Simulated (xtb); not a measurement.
Be(Me)(SiH3) (CH6BeSi), SMILES [CH3][Be][SiH3]. All values are semi-empirical tight-binding results from xtb (GFN2-xTB unless named), good for trends rather than for accurate numbers. Coordinates come from a GFN2-xTB optimisation.

Optimised geometry:

Bonded distances (Å): Be1–C2 1.730, Be1–Si6 2.178, C2–H3 1.092, C2–H4 1.092, C2–H5 1.092, Si6–H7 1.474, Si6–H8 1.474, Si6–H9 1.474. Bond angles (°): C2–Be1–Si6 180.0, Be1–C2–H3 114.3, Be1–C2–H4 114.3, Be1–C2–H5 114.3, H3–C2–H4 104.3, H3–C2–H5 104.3, H4–C2–H5 104.3, Be1–Si6–H7 116.9, Be1–Si6–H8 116.9, Be1–Si6–H9 116.9, H7–Si6–H8 101.1, H7–Si6–H9 101.1, H8–Si6–H9 101.1.

A frequency run showed that this geometry is not a minimum.

For metal compounds this method's bond lengths and energies can be far off.

**Question.** Estimate the properties. (The exact figures need the calculation; the answer reports its results.)

**Answer.** 
```yaml
point_group_as_xtb_finds_it: C3
orbital_gap: 3.56 eV
```

**Question.** Give the atomic charges and the Wiberg bond orders between heavy atoms. (The exact figures need the calculation; the answer reports its results.)

**Answer.** charges (e) Be1 0.42, C2 -0.29, H3 0.02, H4 0.02, H5 0.02, Si6 0.27, H7 -0.15, H8 -0.15, H9 -0.15. Bond orders Be1–C2 0.97, Be1–Si6 0.89.
